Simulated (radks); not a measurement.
Results of a calculation; reference values are marked as such.
Problem. Species: Hf3+. Configuration: [Xe] 4f14 5d(up 0.625, down 0.375) (fractional occupations, a model configuration). Level of theory: scalar-relativistic Kohn-Sham, r2SCAN, spin-polarised, spherical densities, finite nucleus; meta-GGA in the generalised Kohn-Sham scheme; Fermi nuclear charge, rms radius 5.347 fm (a radial shooting solver on a logarithmic mesh with Libxc functionals). Some entries of the table are withheld. Estimate them.

orbital   occ.  eigenvalue (eV)  r(max) (bohr)
1s down      1        -65381.85        0.01190
1s up        1        -65381.85        0.01190
2s up        1        -11229.32        0.06804
2s down      1        -11229.31        0.06804
2p up        3        -9861.200        0.05567
2p down      3        -9861.188        0.05567
3s down      1        -2589.134         0.1919
3s up        1        -2589.131         0.1919
3p down      3        -2178.408         0.1896
3p up        3        -2178.406         0.1896
3d up        5        -1691.444         0.1548
3d down      5        -1691.438         0.1548
4s up        1        -548.7324         0.4375
4s down      1        -548.7267         0.4375
4p up        3        -413.4072         0.4582
4p down      3        -413.4032         0.4582
4d up        5        -237.6084         0.4713
4d down      5        -237.6023         0.4713
5s up        1         -96.0008          1.017
5s down      1         -95.8794          1.016
5p up        3              (1)          1.155
5p down      3              (2)          1.154
4f up        7              (3)            (4)
4f down      7              (5)            (6)
5d up    0.625         -26.8475          1.552
5d down  0.375         -26.5307          1.548

Solution. 
(1) 5p up eigenvalue (eV): -63.6627
(2) 5p down eigenvalue (eV): -63.4742
(3) 4f up eigenvalue (eV): -44.2897
(4) 4f up r(max) (bohr): 0.4559
(5) 4f down eigenvalue (eV): -44.2576
(6) 4f down r(max) (bohr): 0.4559
